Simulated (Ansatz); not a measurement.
`[AlH2][NH][SiH2][GeH3]` + H₂O → `[OH][AlH2]` + `N[SiH2][GeH3]` at 500 K and 1 bar (formal hydrolysis of the Al–N bond).

Calculated with Ansatz (gas phase, PBE0-D4/def2-TZVP geometries, no zero-point term in ΔE). CCSD(T)/CBS is the MP2 limit (def2-TZVPP, def2-QZVPP) plus CCSD(T) − MP2 in def2-TZVPP, frozen cores. This one scheme is used for every species. For Ge outer-core shells are correlated without core-valence functions, which leaves a few kJ/mol of doubt a bond. Scalar relativity is left out up to krypton. Each species was taken in one conformer, which may not be the lowest.

| species | CCSD(T)/CBS energy (Eh) | H − E (kJ/mol) | S (J/(mol·K)) |
| --- | --- | --- | --- |
| `[AlH2][NH][SiH2][GeH3]` | -2666.76326 | 242.4 | 472.0 |
| H₂O | -76.37941 | 73.2 | 206.3 |
| `[OH][AlH2]` | -319.03157 | 95.7 | 286.7 |
| `N[SiH2][GeH3]` | -2424.12162 | 219.2 | 403.7 |

H − E and S are ideal-gas, rigid-rotor, harmonic terms from PBE0-D4/def2-TZVP, for one conformer and one mirror image of each species. 1 Eh = 2625.50 kJ/mol, R = 8.31446 J/(mol·K).

By hand: ΔE, ΔH, ΔS and ΔG.

ΔE = (-319.03157) + (-2424.12162) − (-2666.76326) − (-76.37941) = -0.01052 Eh = -27.6 kJ/mol. Δ(H − E) = 95.7 + 219.2 − 242.4 − 73.2 = -0.7, so ΔH = -28.3 kJ/mol. ΔS = 286.7 + 403.7 − 472.0 − 206.3 = 12.1 J/(mol·K). ΔG = -28.3 − 500 × (12.1)/1000 = -34.4 kJ/mol.

By hand: the equilibrium constant, and the temperature at which ΔG would vanish if ΔH and ΔS stayed fixed.

log₁₀ K = −ΔG/(RT ln 10) = 3.6. ΔH and −TΔS have one sign here, so there is no such temperature.

The number of gas molecules stays the same, so ΔS is small and ΔH decides. A doubt of 5 kJ/mol in ΔE shifts log₁₀ K by 0.5 here. Other conformers and mirror images would add mixing entropy, several J/(mol·K) or more a flexible species. Modes under 60 cm⁻¹, often nearly free rotors, make the harmonic entropy too high. These are equilibria of isolated gas molecules and say nothing of rates. Largest T1 diagnostic: 0.012 (customary marks: 0.02 for closed shells, 0.045 for open ones).

ΔS is within the doubt of such terms, so its sign, and with it that verdict, could turn.
